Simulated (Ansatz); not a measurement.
`C[N](C)[InH][OH]` + HCl → `[OH][InH][Cl]` + dimethylamine at 700 K and 1 bar (ligand exchange at the In–N bond).

Isolated molecules relaxed with PBE0-D4/def2-TZVP in Ansatz; ΔE leaves out vibrations. CBS: MP2 limit from def2 TZ/QZ plus the TZ coupled-cluster correction, frozen cores. This one scheme is used for every species. def2 core potentials past Kr. For In outer-core shells are correlated without core-valence functions, which leaves a few kJ/mol of doubt a bond. Each species was taken in one conformer, which may not be the lowest.

```json
{"species": "`C[N](C)[InH][OH]`", "CCSD(T)/CBS energy (Eh)": "-400.60971", "H − E (kJ/mol)": "355.3", "S (J/(mol·K))": "517.7"}
{"species": "HCl", "CCSD(T)/CBS energy (Eh)": "-460.38127", "H − E (kJ/mol)": "38.4", "S (J/(mol·K))": "211.8"}
{"species": "`[OH][InH][Cl]`", "CCSD(T)/CBS energy (Eh)": "-726.02900", "H − E (kJ/mol)": "102.6", "S (J/(mol·K))": "384.1"}
{"species": "`CNC`", "CCSD(T)/CBS energy (Eh)": "-135.00321", "H − E (kJ/mol)": "296.9", "S (J/(mol·K))": "352.4"}
```

H − E and S are ideal-gas, rigid-rotor, harmonic terms from PBE0-D4/def2-TZVP, for one conformer and one mirror image of each species. 1 Eh = 2625.50 kJ/mol, R = 8.31446 J/(mol·K).

By hand: ΔE, ΔH, ΔS and ΔG.

ΔE = (-726.02900) + (-135.00321) − (-400.60971) − (-460.38127) = -0.04123 Eh = -108.2 kJ/mol. Δ(H − E) = 102.6 + 296.9 − 355.3 − 38.4 = 5.8, so ΔH = -102.4 kJ/mol. ΔS = 384.1 + 352.4 − 517.7 − 211.8 = 7.0 J/(mol·K). ΔG = -102.4 − 700 × (7.0)/1000 = -107.3 kJ/mol.

By hand: the equilibrium constant, and the temperature at which ΔG would vanish if ΔH and ΔS stayed fixed.

log₁₀ K = −ΔG/(RT ln 10) = 8.0. ΔH and −TΔS have one sign here, so there is no such temperature.

The number of gas molecules stays the same, so ΔS is small and ΔH decides. A doubt of 5 kJ/mol in ΔE shifts log₁₀ K by 0.4 here. Other conformers and mirror images would add mixing entropy, several J/(mol·K) or more a flexible species. These are equilibria of isolated gas molecules and say nothing of rates. Largest T1 diagnostic: 0.016 (customary marks: 0.02 for closed shells, 0.045 for open ones).

ΔS is within the doubt of such terms, so its sign, and with it that verdict, could turn.
